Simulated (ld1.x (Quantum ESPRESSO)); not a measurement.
# Pseudopotential generation for sulfur (S): PAW, PBEsol, scalar-relativistic.

ld1.x (Quantum ESPRESSO) 7.5 input, shortened:

```
&input
   title='S', zed=16., rel=1, dft='PBESOL', iswitch=3,
   config='[Ne] 3s1.75 3p4.25'
 /
 &inputp
   pseudotype=3, lpaw=.true., tm=.true., lloc=-1, rcloc=0.75,
   nlcc=.false.,
   which_augfun='BESSEL', rmatch_augfun=0.65
 /
4
2S  1  0   2.00   0.00  0.65  0.80  0.0
3S  2  0   1.75   0.00  0.65  0.80  0.0
2P  2  1   6.00   0.00  0.65  0.75  0.0
3P  3  1   4.25   0.00  0.65  0.75  0.0
 &test
   configts(1)='2s2 2p6 3s1.75 3p4.25'
 /
```

All-electron outer shells of the reference configuration (PBEsol, scalar-relativistic, ld1.x):

```json
{"shell": "1s", "level (eV)": "-2402.12", "outermost node (bohr)": "–", "outermost maximum (bohr)": "0.06"}
{"shell": "2s", "level (eV)": "-211.61", "outermost node (bohr)": "0.13", "outermost maximum (bohr)": "0.39"}
{"shell": "2p", "level (eV)": "-156.68", "outermost node (bohr)": "–", "outermost maximum (bohr)": "0.33"}
{"shell": "3s", "level (eV)": "-17.37", "outermost node (bohr)": "0.60", "outermost maximum (bohr)": "1.40"}
{"shell": "3p", "level (eV)": "-7.12", "outermost node (bohr)": "0.58", "outermost maximum (bohr)": "1.59"}
```

Question: Is the overlap operator S = 1 + Σ q|β⟩⟨β| positive definite (Bessel basis up to 400 Ry)?

Answer: No: its lowest eigenvalue is -0.174, in the s channel, so the generalised eigenproblem breaks down once the basis is large enough.

Question: Tests: 2s2 2p6 3s2 3p4; 2s2 2p6 3s2 3p3; 2s2 2p6 3s2 3p2; 2s2 2p6 3s1 3p5; 2s2 2p6 3s2 3p0; 2s2 2p6 3s2 3p3.5; 2s1 2p6 3s2 3p4. Which has the largest error in its energy relative to the reference configuration, and how large is it?

Answer: 2s1 2p6 3s2 3p4, with -23 meV (all-electron minus pseudo) on +224.29 eV.

The ghost test of this file was not conclusive. Its overlap operator is not positive definite in a basis up to 400 Ry (lowest eigenvalue s -0.17), so the file is unfit for use: the generalised eigenproblem breaks down once the basis is large enough, and its test numbers describe a broken file.
